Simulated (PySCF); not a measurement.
methylammonium (CH6N), SMILES C[NH3+], charge +1.

Coordinates come from a PBE0-D3(BJ)/def2-TZVP optimisation.

Vertical ionisation energy (IE) and electron affinity (EA) in eV. Rows of orbital energies are one-electron estimates. Where ΔSCF, EOM or ADC give a negative EA the extra electron is unbound and the value depends on the basis.

```json
[
 {"level": "−ε(HOMO), −ε(LUMO), PBE0/def2-TZVPD (PySCF)", "IE": "[?]", "EA": "[?]"},
 {"level": "−ε(HOMO), −ε(LUMO), CAM-B3LYP/def2-TZVPD (PySCF)", "IE": "18.87", "EA": "4.81"}
]
```

### Question
Fill in the missing entries. (The exact figures need the calculation; the answer reports its results.)

### Answer

- −ε(HOMO), −ε(LUMO), PBE0/def2-TZVPD (PySCF), IE: 17.36
- −ε(HOMO), −ε(LUMO), PBE0/def2-TZVPD (PySCF), EA: 5.49
